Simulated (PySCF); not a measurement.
Species: C4H7NOSi.
SMILES with atom numbers: `[CH3:1][SiH2:2][c:3]1[cH:4][n:5][o:6][cH:7]1`

Cartesian coordinates in Å at the GFN2-xTB level; atoms count from 1:
```xyz
14
C4H7NOSi angstrom
C     -2.1197    0.6205    0.1469
Si    -0.9727   -0.8340   -0.2619
C      0.7974   -0.2454   -0.0769
C      1.3863    0.4838    0.9924
N      2.6472    0.7195    0.7790
O      2.9556    0.1701   -0.4179
C      1.8594   -0.4012   -0.9224
H     -1.9563    0.9831    1.1583
H     -1.9577    1.4550   -0.5303
H     -3.1626    0.3291    0.0674
H     -1.1560   -1.2832   -1.6465
H     -1.1949   -1.9449    0.6727
H      0.9194    0.8301    1.8918
H      1.9539   -0.8832   -1.8748
```

NICS is the negative of the GIAO shielding at a point without a nucleus: at the ring centre (0) and 1 Å above and below it (1); zz is the component along the ring normal. Level: GIAO PBE0/pcSseg-1 (PySCF, non-relativistic, gas phase) on the GFN2-xTB geometry, one conformer.

Ring bond lengths (Å), with Mayer bond orders in brackets: C3–C4 1.422 (1.24), C4–N5 1.300 (1.64), N5–O6 1.353 (1.01), O6–C7 1.335 (1.10), C7–C3 1.366 (1.60).

Question: What do the NICS probes read (ppm)?

Answer: 
```
          ring                                                     type  NICS(0)  NICS(1), two faces  NICS(1)zz, two faces  rms pucker (Å)  centre to ring atoms, mean (Å)
C3–C4–N5–O6–C7  5-membered ring with N and O; formal bonds all aromatic    -11.9       -11.6 / -11.7         -29.3 / -29.0            0.00                            1.15
```

Question: What do they say, and how far can they be read as aromaticity?

Answer: 
- C3–C4–N5–O6–C7: mean NICS(1)zz -29.2 ppm, shielded, aromatic by this magnetic criterion (flat ring, no four-coordinate atom).

Question: How equal are the bonds by HOMA? HOMA takes Krygowski's 1993 parameters.

Answer: 
- C3–C4–N5–O6–C7: HOMA 0.62; the largest term is that of O6–C7, α(R − Ropt)² = 0.77.

Question: List the ring angles and the Hirshfeld charges of the ring atoms.

Answer: 
- C3–C4–N5–O6–C7: C3 101.6° (-0.141 e), C4 111.8° (-0.009 e), N5 107.0° (-0.115 e), O6 108.7° (-0.025 e), C7 110.8° (+0.029 e); sum 540.0° against 540° for a flat convex ring.

On one thread of an Arm Neoverse V1 (shared host), this took 27 s wall (grids of density and orbitals included) and 0.73 GiB of memory at its peak. This is the whole shielding run at PBE0/pcSseg-1, SCF included.
